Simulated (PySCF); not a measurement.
# Name the molecule from its bond curve

A diatomic of charge -1 contains Sb. Its doublet curve at PBE0 in a double-zeta basis (scalar-relativistic core potentials, PySCF), in eV from the separated fragments:

| R (Å) | E (eV) |
| --- | --- |
| 1.757 | -0.882 |
| 1.839 | -1.417 |
| 1.920 | -1.698 |
| 1.982 | -1.791 |
| 2.043 | -1.814 |
| 2.104 | -1.784 |
| 2.186 | -1.688 |
| 2.288 | -1.511 |
| 2.411 | -1.258 |
| 2.574 | -0.905 |

The fit gives ωe = 488 cm⁻¹ and the rotational constant Bₑ = 0.2478 cm⁻¹.

Problem. Which atom is the partner?

Solution. The minimum lies at 2.036 Å, so the reduced mass is 16.8576 u Å² cm⁻¹/(Bₑ·Re²) = 16.41 u. With Sb at 120.90 u the partner weighs about 19.0 u: F. The molecule is SbF⁻.

Spin–orbit coupling is left out. The highest Kohn–Sham level is positive in this anion. Much of that is self-interaction error, but it also means that the finite basis helps to hold the extra electron. The state is the lowest determinant that a PBE0 search found; another state may lie lower at other levels.
